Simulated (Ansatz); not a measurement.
Ideal-gas functions of C2F2HfN2O2, SMILES `O=C=[N][Hf]([F])([F])[N]=C=O` at 800 K and 1 bar, from an Ansatz frequency run at PBE0-D4/def2-TZVP.

Molar mass 300.52 g/mol, point group C2v (symmetry number 2), electronic degeneracy 1, moments of inertia 412.679, 750.398, 982.406 u Å². Harmonic wavenumbers (cm⁻¹, unscaled): 28, 43, 55, 66, 165, 165, 171, 172, 173, 395, 401, 651, 655, 656, 657, 658, 659, 1470, 1479, 2345, 2384.

Use S(trans) = R[1.5 ln M + 2.5 ln T − 1.1517]; rotational temperatures θ = 24.2544 K / I; S(rot) = R[ln(√π/σ · √(T³/θAθBθC)) + 1.5]; for each mode x = 1.438777 ν̃/T, S = R[x/(eˣ − 1) − ln(1 − e⁻ˣ)] and H = RT x/(eˣ − 1); 1 cm⁻¹ = 0.0119627 kJ/mol; R = 8.31446 J/(mol·K).

Q: By hand: the entropy, in J/(mol·K).

A: Translation 200.5. Rotation: θ = 0.0588, 0.0323, 0.0247 K, giving 136.3. Vibration, mode by mode: 33.16, 29.60, 27.55, 26.04, 18.45, 18.45, 18.15, 18.10, 18.06, 11.33, 11.21, 7.46, 7.42, 7.41, 7.39, 7.38, 7.37, 2.30, 2.27, 0.65, 0.61, in all 280.4. Electronic 0.0. Sum 617.2 J/(mol·K).

Q: By hand: H − E and G − E in kJ/mol, counted from the electronic energy.

A: Zero-point energy ½ × 13448 × 0.0119627 = 80.4; thermal vibration 87.4; translation, rotation and pV give 4 RT = 26.6. H − E = 194.4 kJ/mol, and G − E = 194.4 − 800 × 617.2/1000 = -299.4 kJ/mol.

Vibration gives 45 % of the entropy, 116.4 J/(mol·K) of it from the modes under 150 cm⁻¹: soft modes count most, and the harmonic formula is weakest for them. The sum counts one conformer and one mirror image; others add a mixing term.
